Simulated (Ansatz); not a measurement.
Geometry optimisation, RHF/def2-SVP (Ansatz 0.2.0).

Input file:

```yaml
crystal:
  periodic: [false, false, false]
  atoms:
    - { symbol: Ga, position_ang: [-0.828857, 0.048649, 0.480664] }
    - { symbol: H, position_ang: [1.779717, -0.018487, 1.4214] }
    - { symbol: "N", position_ang: [2.303825, -0.009103, 0.540703] }
    - { symbol: H, position_ang: [2.074993, -0.811688, -0.015956] }
    - { symbol: H, position_ang: [2.117889, 0.83321, 0.029218] }
    - { symbol: H, position_ang: [-0.556267, -0.042582, -1.165529] }
basis:
  gaussian: { orbitals: def2-SVP }
hamiltonian:
  xc: hf
relax:
  f_tol: 0.03
  max_steps: 50
```

Run as:

```bash
$ ansatz run input.yaml --threads 1 --pin off --max-ram 2048MiB --backend cpu --events-out ev --progress --plain --runs-dir out
```

Where does it end, and by what steps?

The forces met the threshold. After 5 steps the energy has fallen by 0.053 eV; Ga1 moved furthest, 0.33 Å.

```csv
step,energy less start (eV),largest force component (eV/Å),accepted
0,0.0000,0.944,yes
1,-0.0442,0.506,yes
2,-0.0504,0.171,yes
3,-0.0517,0.059,yes
4,-0.0521,0.032,yes
5,-0.0526,0.013,yes
```

```xyz
6
Properties=species:S:1:pos:R:3
Ga -1.144 0.068 0.381
H 2.026 -0.032 1.470
N 2.430 -0.011 0.551
H 2.100 -0.797 0.021
H 2.154 0.834 0.083
H -0.674 -0.062 -1.215
```

Whether the end is a true minimum wasn't checked by a vibrational analysis.

Time of the run: 8.2 s on 1 thread of AMD EPYC 7R43 64-Core Processor (Zen 3), with other jobs on the host, peak memory 0.12 GiB.
